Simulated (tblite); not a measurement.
Compound: C5H12SSi.
Cartesian coordinates in Å at the GFN2-xTB level; atoms count from 1:
```xyz
19
C5H12SSi angstrom
C     -3.7467    0.3320    0.2158
C     -2.4429   -0.2217   -0.2551
C     -1.4602   -0.6158    0.5376
C     -0.1522   -1.1464    0.0679
Si     1.2169    0.1338    0.3565
S      3.0484   -0.7452   -0.3347
C      4.1821    0.6346    0.0013
H     -3.7950    0.3426    1.3020
H     -3.8792    1.3500   -0.1510
H     -4.5737   -0.2654   -0.1677
H     -2.3279   -0.2948   -1.3294
H     -1.5719   -0.5388    1.6116
H      0.0922   -2.0633    0.6073
H     -0.2072   -1.3953   -0.9926
H      1.3899    0.4615    1.7731
H      0.9910    1.3639   -0.4033
H      5.1686    0.3183   -0.3200
H      4.1887    0.8509    1.0646
H      3.8693    1.5085   -0.5609
```

Level: GFN2-xTB in tblite, geometry and Hessian alike; calculated harmonic values, unscaled, isolated species. Against measured fundamentals such values can be off by several per cent, at times by over 20. Modes of hydrogen on silicon can be 10 to 20 % off. One conformer, not necessarily the lowest.

Harmonic wavenumbers (cm⁻¹): 32.5, 42.5, 59.6, 91.9, 121.3, 149.2, 174.1, 191.8, 272.3, 308.6, 450.4, 493.4, 526.5, 563.9, 692.7, 721.8, 731.4, 779.2, 789.5, 795.9, 947.4, 948.5, 958.5, 1007.5, 1036.7, 1054.7, 1125.5, 1158.9, 1203.6, 1289.9, 1303.3, 1322.9, 1404.2, 1452.1, 1455.2, 1460.1, 1480.3, 1488.9, 1738.9, 2239.3, 2266.2, 2965.2, 2984.3, 2992.5, 3009.2, 3033.4, 3037.1, 3037.2, 3047.5, 3058.0, 3061.3.

A = 6805, B = 561.7, C = 541.3 MHz; mass 132.043 u (most abundant isotopes); point group C1, symmetry number 1.

Zero-point energy?

½Σν̃ = 33278 cm⁻¹ = 398.10 kJ/mol.

What is S at 500 K and 1 bar for an ideal gas of classical rigid rotors and harmonic oscillators?

Translation 180.50, rotation 129.59, vibration 243.20: S = 553.3 J/(mol K).

And Cp and H(500 K) − H(0)?

Cp = 239.71 J/(mol K), of which vibrations give 206.45 (their classical limit is 51 R = 424.0); H(500 K) − H(0) = 73.66 kJ/mol without the zero-point energy, 57.03 from vibrations.

What must be added to the electronic energy to get the Gibbs energy at 500 K and 1 bar?

ZPE + [H(500 K) − H(0)] − T·S = 398.10 + 73.66 − 276.65 = 195.11 kJ/mol.

Which modes carry the vibrational entropy at 500 K?

32.5 cm⁻¹: 28.02; 42.5 cm⁻¹: 25.79; 59.6 cm⁻¹: 22.98; 91.9 cm⁻¹: 19.40; 121.3 cm⁻¹: 17.11; 149.2 cm⁻¹: 15.41 J/(mol K); the other 45 give 114.49 together.

Hindered rotation and anharmonicity are outside this model. Other conformers, if any are populated, would add a mixing term that is left out. The structure is chiral; the term R ln 2 for an equal mix with its mirror image is left out.
